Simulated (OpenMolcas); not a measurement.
A calculation on W2+.

| Property | Result |
| --- | --- |
| Program | OpenMolcas 26.06 |
| Method | SS-CASPT2, IPEA 0.25 Eh, imaginary shift 0.1 Eh (closed shells correlated: 5s 5p) |
| Basis | ANO-RCC-VTZP [8s7p5d3f2g1h] |
| Scalar Hamiltonian | DKH2, point nucleus |
| Active space | 4 electrons in 6 orbitals (5d 6s) |
| State averaging | 2S+1 = 5 even, 15 roots; 2S+1 = 3 even, 105 roots kept (CI in the orbitals of an earlier block, 97 in the spin-orbit step); 2S+1 = 1 even, 104 roots kept (CI in the orbitals of an earlier block, 84 in the spin-orbit step) |
| Spin-orbit coupling | RASSI with atomic mean-field integrals over the reference wave functions, term energies averaged over their components |

Question: Which level of the active space comes out lowest?

Answer: 5d4 5D0, with 65 % of that term; it is also the measured ground level.

Question: How high does 5d4 3P2 [71 %] lie?

Answer: 17960 cm-1 above the lowest level.

Question: How high does 5d4 5D3 lie?

Answer: 6820 cm-1 above the lowest level; measured 6278 cm-1 above the ground level, so the calculation is off by +9 %.

Question: How high does 5d4 5D2 lie?

Answer: 4870 cm-1 above the lowest level; measured 4461 cm-1 above the ground level, so the calculation is off by +9 %.

Question: The level at 15390 cm-1 has J = 4. What is it made of, and what is its g factor?

Answer: 51 % 5d4 3H4, 18 % 5d4 3G, 10 % 5d4 3F; g = 0.981, against 0.800 from Landé's formula for the pure leading term.

Measured values: NIST levels as listed in McCann et al., Mon. Not. R. Astron. Soc. 538, 537 (2025).

CASPT2 breaks the degeneracy within a term, and the mean is taken; among the terms shown or strongly mixed into the levels shown the widest spread is 120 cm-1 (5d4 3G). Some high roots are left out of the spin-orbit mixing, which shifts the levels that they would mix with. Terms from blocks run as CI alone lack orbitals of their own. Configurations are named by rounded mean occupations; where the s occupation lies near a half they are strongly mixed, a name can repeat and a true partner stay unpaired. Computed and measured levels are paired by configuration, term and J; levels that our copy of the source lacks, or whose pairing is in doubt (as where it misses far off the trend of its configuration), stay unpaired and out of the deviations. Only configurations of the active space appear.

A share in square brackets marks a mixed level and gives the weight of the term that names it.
